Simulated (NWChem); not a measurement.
## Correlation energy of hydrogen selenide (H2Se)

SMILES: [SeH2]
```xyz
3

Se     0.0000     0.0000    -0.0571
H      1.0502     0.0000     0.9703
H     -1.0502     0.0000     0.9703
```
Charge 0, spin multiplicity 1.

Everything below was run with NWChem. All single points use one geometry, from PBE0/def2-SVP, a minimum by its harmonic frequencies.

Basis set: def2-TZVP. Each correlation energy counts from its own Hartree-Fock reference.

The Hamiltonian is non-relativistic. The correlated methods keep 9 core orbitals frozen. Coupled-cluster values serve here as a point of comparison, not as the truth.

```tsv
method	correlation energy (mHa)
MP2	___
SCS-MP2	-267.7
CR-CCSD[T]	-302.3
CR-CCSD(T)	___
CCSD	___
CCSD+T(CCSD)	-303.8
CCSD(T)	___
```

Question: Some entries are withheld; supply them.

Answer: 
- MP2, correlation energy (mHa): -279.2
- CR-CCSD(T), correlation energy (mHa): -301.9
- CCSD, correlation energy (mHa): -294.2
- CCSD(T), correlation energy (mHa): -303.4
